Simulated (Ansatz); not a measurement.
Molecule: C2H6Cl2Si2 (charge 0, singlet). SMILES: [SiH2](Cl)C(=C)[SiH2]Cl
Structure (B3LYP-D3(BJ)/def2-TZVP (Ansatz, a program for electronic structure) minimum search):
```xyz
12

C      0.2340     1.8596     1.6740
C      0.1093     0.8688     0.7821
Si    -1.5898     0.3973     0.1894
Cl    -1.6110     0.4083    -1.8814
Si     1.6404     0.0055     0.1732
Cl     1.4060    -2.0379     0.4144
H      1.1958     2.1582     2.0835
H     -0.6192     2.4243     2.0416
H     -2.5741     1.3854     0.6777
H     -1.9597    -0.9649     0.6156
H      2.8044     0.4453     0.9703
H      1.8691     0.2450    -1.2636
```

Property: atomisation energy (electronic, to ground-state atoms), in kcal/mol. Cores are frozen in the correlated levels unless marked. Open shells are spin-unrestricted. Spin-orbit coupling is left out. No relativistic terms. The coupled-cluster limit lacks core correlation, which all-electron functionals hold. CBS marks a two-point X^-3 extrapolation of the correlation energy; Hartree-Fock from the larger set.

| level | program | atomisation energy (kcal/mol) |
|---|---|---|
| revPBE-D3(BJ)/def2-TZVPD | Ansatz + dftd3 | (withheld) |
| B3LYP/def2-TZVPD | Ansatz | 998.2 |
| PBE0-D4/def2-TZVP | Ansatz + dftd4 | 1017.8 |
| SCS-MP2/6-31G | Ansatz | 798.4 |
| CCSD/6-31G | Ansatz | 797.8 |
| CCSD(T)/CBS(cc-pV(T+d)Z,cc-pV(Q+d)Z) | Ansatz | (withheld) |

Task: Complete the blanks.

Result: 
- revPBE-D3(BJ)/def2-TZVPD, atomisation energy (kcal/mol): 1004.3
- CCSD(T)/CBS(cc-pV(T+d)Z,cc-pV(Q+d)Z), atomisation energy (kcal/mol): 1021.5
